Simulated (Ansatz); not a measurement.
Stepwise reaction of `B[SiH](B)F` with methanol, as a gas-phase model of exchange steps in deposition or etching. ΔE in kJ/mol.

Calculated with Ansatz (gas phase, PBE0-D4/def2-TZVP geometries, no zero-point term in ΔE). CCSD(T)/CBS adds triple-zeta CCSD(T) − MP2 to the extrapolated MP2 energy (def2 sets, frozen cores). This one scheme is used for every species. Functionals use def2-TZVPP. B3LYP here is the variant with VWN-RPA as its local correlation; programs differ in this. One conformer a species, not always the lowest.

```tsv
step	reaction	PBE-D4	B3LYP-D4	ωB97M-V	CCSD(T)/CBS
2	`B[SiH](F)OC` + CH₃OH → `CO[SiH](F)OC` + BH₃	-125.9	-147.7	-150.2	-147.1
```

**Question.** Give the row of step 1, `B[SiH](B)F` + CH₃OH → `B[SiH](F)OC` + BH₃. (An estimate is asked.)

**Answer.** Computed: 
| step | reaction | PBE-D4 | B3LYP-D4 | ωB97M-V | CCSD(T)/CBS |
| --- | --- | --- | --- | --- | --- |
| 1 | `B[SiH](B)F` + CH₃OH → `B[SiH](F)OC` + BH₃ | -95.0 | -122.0 | -125.0 | -123.5 |

**Question.** By hand: ΔE of the 2 steps together at CCSD(T)/CBS.

**Answer.** (-123.5) + (-147.1) = -270.6 kJ/mol, or -135.3 kJ/mol a step.

In ΔE each step is lower than the one before. All are downhill at CCSD(T)/CBS. PBE-D4 differs from CCSD(T)/CBS by 21.2 to 28.5 kJ/mol a step. Isolated molecules leave out the surface, adducts and barriers. Largest T1 diagnostic: 0.013.
